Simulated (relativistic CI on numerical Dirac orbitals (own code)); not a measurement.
## O²⁺: calculation against measurement

Method of calculation: Dirac-Coulomb-Breit CI, KLI orbitals optimised for each configuration, QED by a radiative potential, valence Slater integrals scaled by 0.85, P86 correlation energy added to each configuration (own radial code, finite nucleus).

Configuration list (outside the closed core 1s2): 2s2.2p2, 2s.2p3, 2p4, 2s2.2p.3s, 2s2.2p.3p, 2s2.2p.3d, 2s2.2p.4s, 2s2.2p.4p, 2s2.2p.4d, 2s2.2p.4f, 2p3.3s, 2s.2p2.3s, 2s2.3s2, 2s2.2p.5s, 2s2.2p.5p, 2s2.2p.5d, 2s2.2p.5f, 2s2.2p.5g, 2p3.3p, 2s2.3s.3p, 2s.2p2.3p, 2p3.3d, 2s2.3s.3d, 2s2.3p2, 2s.2p2.3d, 2s2.3p.3d, 2s2.3d2, 2s.2p2.4s, 2s.2p.3s2, 2s.2p2.4p, 2s.2p2.4d, 2s.2p2.4f. Levels of other configurations are missing.

```tsv
Configuration	Term (tabulated)	J	Measured (cm⁻¹)	Computed	Error	Purity (%)
2s2.2p2	3P	0	0.0	0	0	98
2s2.2p2	3P	1	113.2	111	-2	98
2s2.2p2	1D	2	20273.3	19670	-603	98
2s2.2p2	1S	0	43185.7	38090	-5095	95
2s.2p3	5S°	2	60324.8	63324	2999	100
2s.2p3	1D°	2	187054.0	189775	2721	98
2s.2p3	3S°	1	197087.7	196261	-826	99
2s.2p3	1P°	1	210461.8	209233	-1229	98
2s2.2p.3s	3P°	0	267258.7	265762	-1497	96
2s2.2p.3s	3P°	1	267377.1	265878	-1499	96
2s2.2p.3s	3P°	2	267634.0	266133	-1501	96
2s2.2p.3s	1P°	1	273081.3	270874	-2207	95
2p4	3P †	2	283759.7	293773	10013	87
2p4	3P †	1	283977.4	293984	10007	94
2p4	3P †	0	284071.9	294076	10004	94
2s2.2p.3p	1P	1	290958.2	291307	349	95
2s2.2p.3p	3D	1	293866.5	293616	-250	96
2s2.2p.3p	3D	2	294002.9	293749	-254	88
2s2.2p.3p	3D	3	294223.1	293971	-252	96
2s2.2p.3p	3S	1	297558.7	296783	-776	96
2p4	1D †	2	298294.0	311141	12847	93
2s2.2p.3p	3P	1	300312.0	299287	-1025	93
2s2.2p.3p	3P	2	300442.5	299416	-1027	93
2s2.2p.3p	1D	2	306586.1	304774	-1812	94
2s2.2p.3p	1S	0	313802.8	311424	-2379	95
2s2.2p.3d	1D°	2	324735.7	324222	-514	83
2s2.2p.3d	1F°	3	331821.4	331243	-578	96
2s2.2p.3d	1P°	1	332778.9	331625	-1154	95
2p4	1S †	0	343306.3	350085	6779	90
2s2.2p.4s	1P° †	1	358668.9	366673	8004	98
2s.2p2.3p	3S°	1	363263.4	364892	1629	96
2s2.2p.4p	1P †	1	365726.8	374154	8427	92
2s2.2p.4p	3S †	1	367953.9	376308	8354	98
```

Measured levels from Moore, Selected Tables of Atomic Spectra, NSRDS-NBS 3, section 11; pairs were made by configuration, J and term (by order where the table uses no LS term), so strongly mixed levels may be paired wrongly. Some J values or terms of the table were assigned by a fit.

Mean error by configuration (cm⁻¹): 2s2.2p2 -1900; 2s.2p3 916; 2s2.2p.3s -1676; 2s2.2p.3p -825; 2s2.2p.3d -749; 2s.2p2.3p 1629. Over the excited levels the mean absolute error is 1341 cm⁻¹ (32 of the 32 excited levels that our extract of the source holds in range could be paired), and the median relative error of those above 1,000 cm⁻¹ is 0.45 %. Some levels of the ground configuration have no partner. † marks terms whose computed intervals miss the measured ones by more than a factor of 2.5, or configurations far off the rest, from wrong mixing, a near crossing or a doubtful label or measurement; they are left out of the means.
